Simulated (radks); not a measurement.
All-electron atom: the magnesium ion Mg2+ in [He] 2s2 2p5 3d1 (not the ground configuration).

Calculated with a radial shooting solver on a logarithmic mesh with Libxc functionals: non-relativistic Kohn-Sham, TPSS, spin-polarised, spherical densities, point nucleus; open shells are filled with parallel spins first; meta-GGA in the generalised Kohn-Sham scheme.

Energy parts (eV):
total: -5355.657
kinetic: 5347.473
electron-nucleus: -12465.821
Hartree: 2178.926
exchange-correlation: -416.234

Orbitals (lengths in bohr, moments of r in powers of bohr):
orbital  occ.  eigenvalue (eV)     <r>
1s up       1        -1311.574  0.1308
1s down     1        -1310.178  0.1306
2s up       1        -121.5334  0.6700
2s down     1        -118.6114  0.6739
2p up       3         -88.3269  0.6397
2p down     2         -85.2357  0.6464
3s up       0         -24.2644   2.332
3p up       0         -18.5126   2.654
3d up       1         -11.4504   3.283

The highest occupied level is 3d up at -11.450 eV. The configuration is held as typed, so some empty levels lie below it. The density falls to 0.001 e/bohr^3 at r = 4.09 bohr. The spin density at the nucleus is 0.0318 e/bohr^3 (1s -0.5237, 2s 0.5556), a Fermi contact field of 1.67 T.
